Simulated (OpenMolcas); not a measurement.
# Lines of Xe⁴⁺: computed and rescaled rates

```json
{
  "Program": "OpenMolcas",
  "Method": "CASSCF",
  "Basis": "ANO-RCC [10s9p8d5f3g]",
  "Scalar Hamiltonian": "DKH2, point nucleus",
  "Active space": "4 electrons in 8 orbitals (5s 5p 6s 6p)",
  "State averaging": "2S+1 = 3 even, 3 roots; 2S+1 = 1 even, 12 roots; 2S+1 = 5 odd, 1 root; 2S+1 = 3 odd, 9 roots; 2S+1 = 1 odd, 8 roots",
  "Spin-orbit coupling": "RASSI with atomic mean-field integrals over the reference wave functions, term energies averaged over their components"
}
```

Rates come from the transition moments of the reference wave functions (E1 and E2 in the length form). At fixed line strength A goes as λ^-3 for E1 and M1 and as λ^-5 for E2, so a rate at the computed wavelength can be rescaled to the measured one. Measured vacuum wavelengths follow from level energies in Saloman, J. Phys. Chem. Ref. Data 33, 765 (2004). Branching counts decays inside the model space alone, at computed energies, and the table is only a selection of the E2 and M1 lines, drawn from those between levels with measured partners whose computed energy lies within a factor of 1.5 of the measured one.

| Upper | Lower | Type | λ computed (nm) | λ measured (nm) | A computed (s-1) | A rescaled (s-1) | Branching % |
| --- | --- | --- | --- | --- | --- | --- | --- |
| 5s2 5p2 1S0 | 5s2 5p2 3P1 | M1 | 294.3 | 284.3 | 1.90e+02 |  | 96.5 |
| 5s2 5p2 1D2 | 5s2 5p2 3P1 | M1 | 492.7 | 523 | 2.23e+01 |  | 50.7 |
| 5s2 5p2 1D2 | 5s2 5p2 3P2 | M1 | 673 | 700.1 | 2.11e+01 |  | 47.9 |
| 5s2 5p2 3P1 | 5s2 5p2 3P0 | M1 | 1259 | 1076 | 8.24e+00 | 1.32e+01 | 100.0 |
| 5s2 5p2 1S0 | 5s2 5p2 3P2 | E2 | 350.4 | 329.6 | 5.48e+00 |  | 2.8 |
| 5s2 5p2 3P2 | 5s2 5p2 3P1 | M1 | 1839 | 2068 | 1.75e+00 | 1.23e+00 | 95.2 |
| 5s2 5p2 1S0 | 5s2 5p2 1D2 | E2 | 731.2 | 622.7 | 1.37e+00 | 3.06e+00 | 0.7 |
| 5s2 5p2 1D2 | 5s2 5p2 3P2 | E2 | 673 | 700.1 | 2.94e-01 |  | 0.7 |
| 5s2 5p2 1D2 | 5s2 5p2 3P1 | E2 | 492.7 | 523 | 2.44e-01 |  | 0.6 |
| 5s2 5p2 3P2 | 5s2 5p2 3P0 | E2 | 747.4 | 707.9 | 8.74e-02 | 1.15e-01 | 4.7 |

Spin-changing lines and M1 lines between different terms are not rescaled, since their strength hangs on the term gaps too.

The largest correction is for 5s2 5p2 1S0 → 5s2 5p2 1D2 (E2): 1.37e+00 × (731.2 / 622.7)^5 = 3.06e+00 s-1, a factor of 2.23.

No measured rate stands beside these. Rescaling mends the energy factor alone: line strengths can still be far off where a level mixes with configurations outside the active space, and weak or spin-changing lines hang on small mixing coefficients that depend on the term gaps too, so rescaling need not improve them.

Active for correlation alone: 6p 6s; no level in the range computed is led by a configuration that fills them, so any true level of that kind is missing. Measured partners are found by configuration, term and J. A level has none where our copy of the source lacks it or the pairing is in doubt (some pairs that miss far off the trend of their configuration count as doubtful). Only configurations of the active space appear.
